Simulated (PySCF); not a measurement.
Simulation results for CH4GeOSi

All values are calculated (PySCF 2.14.0). Calculation on a computer-drawn molecule: optimised geometry and harmonic frequencies of an isolated molecule of the commonest isotopes, restricted reference for singlets and unrestricted otherwise, frozen core in MP2; on germanium a core potential holds 10 electrons, which the energies leave out, and 3d is frozen in MP2 and coupled-cluster steps.

CH4GeOSi

Start structure:
```xyz
8
CH4GeOSi
C      0.8177     0.3076     0.3514
Ge    -0.8397     0.6545     1.0443
O     -1.3403     2.1641     0.2944
Si    -2.3921    -0.9925     0.1571
H      1.4556     1.1374     0.0023
H      1.4283    -0.5189     0.7313
H     -2.1678     2.5703     0.4927
H     -2.1106    -1.9791     1.2537
```

* charge: 0
* multiplicity: 1
* method: HF
* basis: cc-pV(D+d)Z
* basis and core potential on germanium: cc-pVDZ-PP ECP10MDF
* rotational constants: 6.432, 2.718, 1.911 GHz
* total energy: -697.2783 hartree
* convergence status largest gradient component: 9.531e-06 hartree/bohr

Drawn bonds:
```csv
atom,other atom,order
1,2,2
2,3,1
2,4,1
1,5,1
1,6,1
3,7,1
4,8,1
```

Optimised structure:
```xyz
8
CH4GeOSi
C      0.8401     0.3225     0.4798
Ge    -0.8962     0.6657     0.5215
O     -1.3271     2.3833     0.3234
Si    -2.6639    -0.9425     0.8146
H      1.5996     1.0833     0.3450
H      1.1794    -0.6995     0.5937
H     -2.2543     2.5671     0.3456
H     -1.6265    -2.0366     0.9035
```

Modes:
```csv
frequency (cm⁻¹),reduced mass (dalton)
97.66,4.52
124,5.024
156.1,1.177
224.5,3.509
245,1.13
342.2,14.03
610.3,1.026
711.2,1.238
728.6,5.345
777.8,1.227
803.2,1.264
878.7,4.184
957.1,1.121
1488,1.18
2178,1.042
3306,1.054
3416,1.117
4168,1.067
```
